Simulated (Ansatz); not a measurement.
## Reading a saddle point

A first-order saddle point of CH$_{8}$Ge, singlet, PBE0-D4/def2-TZVP, with one imaginary mode of 1871i cm⁻¹:

Ge1  (-0.715, 0.405, -0.728)
H2  (0.791, 1.488, -0.462)
H3  (-0.279, 0.322, -2.200)
H4  (-1.547, 1.600, -0.241)
H5  (-1.642, -0.856, -0.506)
H6  (0.769, 0.520, 0.158)
C7  (0.579, -0.679, 0.820)
H8  (0.679, -1.617, 0.275)
H9  (-0.179, -0.752, 1.600)
H10  (1.544, -0.430, 1.283)
(Å)

Program: Ansatz 0.2.0. Basis: def2-TZVPP and def2-QZVPP. Cores are frozen in the correlated methods. Filled d shells of the heavier atoms are correlated. The def2 sets are not built for correlating such inner shells, so the correlated values are less sure here. Extrapolation: Hartree–Fock as exp(−7.88 √X), correlation as X^−2.97.

Question: Which contacts change along the imaginary mode, and what lies on either side? (Judge from chemistry; the calculation decides.)

Answer: The calculation gives: The step is GeH₄ + CH₄ → CH₆Ge ([CH3][GeH3]) + H₂, with the molecules in contact on both sides. Shortening one way: Ge1–C7, H2–H6; lengthening the same way: Ge1–H2, H6–C7.
| pair | one side (Å) | saddle (Å) | other side (Å) |
| --- | --- | --- | --- |
| Ge1–C7 | 4.16 | 2.29 | 1.95 |
| H2–H6 | 2.98 | 1.15 | 0.75 |
| Ge1–H2 | 1.53 | 1.87 | 3.43 |
| H6–C7 | 1.09 | 1.38 | 3.83 |

Question: Which side is lower, and how far does the saddle lie above each? (To be estimated.)

Answer: By the calculation: The side with Ge1–H2, H6–C7 short is lower by 0.397 eV; the saddle lies 3.979 eV above it and 3.582 eV above the other (CCSD(T) at an estimated basis limit (MP2 extrapolated from triple and quadruple zeta, plus CCSD(T) − MP2 in triple zeta); electronic energies).

The T1 diagnostic stays at or below 0.012. The start structure is not quite a true minimum (one mode of 35i cm⁻¹). The end structure is not quite a true minimum (one mode of 27i cm⁻¹).

Labels in which every atom is bracketed show which atoms are joined, not bond orders.

For scale, one of the runs: CCSD(T)/def2-TZVPP, 191 basis functions, launched by `ansatz run in.yaml --threads 2 --pin off --events-out ev --progress --plain --max-ram 4352MiB`. Time: 63 s of wall clock on 2 CPU threads of an Arm Neoverse V1; the host was shared. Peak host memory: 2.1 GiB.
